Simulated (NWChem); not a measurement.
Species: H$_{2}$BO$_{3}$, doublet; SMILES OB(O)[O]

```xyz
6

O      0.0000     0.0000    -1.4255
B      0.0000     0.0000    -0.0622
O      1.2351    -0.0284     0.5565
O     -1.2351     0.0284     0.5565
H      1.2395     0.4494     1.4051
H     -1.2395    -0.4494     1.4051
```
Atoms are numbered in this order, from 1.

Results from NWChem. Pople sets run with spherical d functions. Spin-unrestricted. The geometry was optimised at PBE-D3(BJ)/def2-SVP, spin-unrestricted. No stability test was run on the SCF state. Vertical excitations in the gas phase. Excited states of an open shell can be spin-contaminated.

### Question
Estimate the computed values for BHandHLYP/6-31G*, TDA. Quantities: lowest excitation (eV); oscillator strength of that lowest state; lowest empty minus highest occupied level, either spin (eV).

### Answer
```
Quantity                                                     Value
-----------------------------------------------------------  -----
lowest excitation (eV)                                        0.85
oscillator strength of that lowest state                     0.000
lowest empty minus highest occupied level, either spin (eV)   8.58
```
